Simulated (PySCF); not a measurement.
Isomers of C7H11F, one conformer each; single-point electronic energies without zero-point terms and without any empirical dispersion term.

All values: PBE0/pcSseg-1 (PySCF, non-relativistic), each on one gas-phase PBE0-D3(BJ)/def2-SVP geometry that isn't relaxed in the solvent. The solvent is an IEF-PCM continuum (Bondi radii, 1.10 Å for H, scaled by 1.2). Specific hydrogen bonds and non-electrostatic terms are outside this model.

```tsv
isomer	relative energy, gas (kJ/mol)	dipole (D)
`F[C@]12CC[C@H](CC1)C2`	0.0	1.89
`C1CC2([C@H]1F)CCC2`	142.2	1.64
```

How do the relative energies look in chloroform (ε = 4.711)?

```tsv
isomer	relative energy, solvent (kJ/mol)	E(solvent) − E(gas) (kJ/mol)	dipole in solvent (D)
`F[C@]12CC[C@H](CC1)C2`	0.0	-7.7	2.24
`C1CC2([C@H]1F)CCC2`	142.9	-7.0	1.96
```

The order is unchanged. `F[C@]12CC[C@H](CC1)C2` gains most from the continuum, and it has the largest gas-phase dipole. The gains span 0.7 kJ/mol, the gas-phase energies 142.2 kJ/mol.
